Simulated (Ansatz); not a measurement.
Consider the formal loss of a carbene: `CC1=NB1` → `B1C=N1` + `[CH2]` (triplet).

Computed with Ansatz on PBE0-D4/def2-TZVP structures; ΔE is electronic, products minus reactants. CCSD(T)/CBS is the MP2 limit (def2-TZVPP, def2-QZVPP) plus CCSD(T) − MP2 in def2-TZVPP, frozen cores. This one scheme is used for every species. Functionals use def2-TZVPP. B3LYP here is the variant with VWN-RPA as its local correlation; programs differ in this. HSE06 is defined as in plane-wave codes. Triplets are unrestricted, without spin–orbit coupling.

Problem. Is it downhill or uphill in electronic energy at CCSD(T)/CBS, and by how much? (Estimate.)

Solution. Ansatz gave: Uphill: ΔE = +470.0 kJ/mol.

Problem. What do these levels give: LDA (SPW92), PBE-D4, BLYP-D4, B97M-V, r2SCANh-D4, PBE, B3LYP, HSE06, LC-ωPBE, SCS-MP2/def2-TZVPP, CCSD(T)/def2-TZVPP, CCSD/CBS(def2)? (Best estimate.)

Solution. The calculation gave: LDA (SPW92) 552.8, PBE-D4 482.2, BLYP-D4 466.2, B97M-V 475.5, r2SCANh-D4 451.2, PBE 477.2, B3LYP 458.4, HSE06 469.3, LC-ωPBE 462.9, SCS-MP2/def2-TZVPP 472.7, CCSD(T)/def2-TZVPP 458.7, CCSD/CBS(def2) 459.0 kJ/mol.

Problem. What do rigid-rotor, harmonic-oscillator terms from PBE0-D4/def2-TZVP frequencies (298.15 K, 1 bar) make of the CCSD(T)/CBS value? (An estimate is asked.)

Solution. Computed: ΔZPE = -28.7 kJ/mol, ΔH = +447.3 kJ/mol, ΔS = 155 J/(mol·K), ΔG = +401.1 kJ/mol. Open shells count their whole term as degenerate.

Largest T1 diagnostic among the species: 0.011.

From BLYP to BHLYP (50 % exact exchange), in def2-TZVPP and without D4, ΔE moves by −6.6 kJ/mol. The D4 term adds +8.0 kJ/mol with B3LYP and +4.3 kJ/mol with PBE0; it sums over pairs of atoms, weighted by their polarisabilities, and B3LYP, whose exchange is more repulsive, gets the larger term. Leaving LDA and LC-ωPBE aside and taking each functional with its dispersion term where it has one, the values, not all of them listed here, spread over 33.8 kJ/mol, from r2SCAN0-D4 to ωB97X-V. LDA lies +75.6 kJ/mol from PBE without D4.
